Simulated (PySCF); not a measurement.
SMILES C1(=C2C=CC=C2)C=C1, C8H6

Geometry:
| atom | x (Å) | y (Å) | z (Å) |
| --- | --- | --- | --- |
| C1 | -1.311 | -0.361 | 1.157 |
| C2 | -0.329 | -0.943 | 0.406 |
| C3 | 0.056 | 0.011 | -0.621 |
| C4 | 0.999 | -0.173 | -1.575 |
| C5 | 1.999 | -0.952 | -2.223 |
| C6 | 1.755 | 0.263 | -2.699 |
| C7 | -0.761 | 1.199 | -0.434 |
| C8 | -1.578 | 0.967 | 0.636 |
| H9 | -1.818 | -0.812 | 2.011 |
| H10 | 0.102 | -1.936 | 0.534 |
| H11 | 2.568 | -1.877 | -2.291 |
| H12 | 1.982 | 1.033 | -3.434 |
| H13 | -0.711 | 2.098 | -1.048 |
| H14 | -2.316 | 1.661 | 1.041 |

The calculation used TDDFT CAM-B3LYP/aug-cc-pVDZ excited states, vertical, gas phase in PySCF 2.14.0. Geometry: PBE0-D3(BJ)/def2-SVP.

Problem. Give the one- and two-photon strengths of the lowest singlets.

Solution. δ for parallel linear polarisation; σ at the peak of a Lorentzian of half width 0.1 eV, single beam; Ω is circular over linear.
```csv
state,E (eV),f,photon λ (nm),δ (au),σ (GM),Ω,main
S1,4.02,0.024,617,7.37,0.04,1.50,HOMO→LUMO+1 0.98
S2,4.07,0.008,609,78.8,0.48,1.50,HOMO−1→LUMO 0.98
S3,4.37,0.011,568,57.1,0.40,0.07,HOMO→LUMO 0.93
S4,4.87,0.628,510,19.3,0.17,1.50,HOMO−1→LUMO+1 0.89
S5,5.11,0.000,485,239,2.29,1.50,"HOMO→LUMO+4 0.53, HOMO→LUMO+2 0.40"
S6,5.30,0.009,468,93.1,0.96,1.50,"HOMO−1→LUMO+2 0.78, HOMO−1→LUMO+4 0.10"
```

Among these, the strongest one-photon state is S4, the strongest two-photon state S5, with a dipole change of 1.8 D (relaxed, norm of the difference vector).
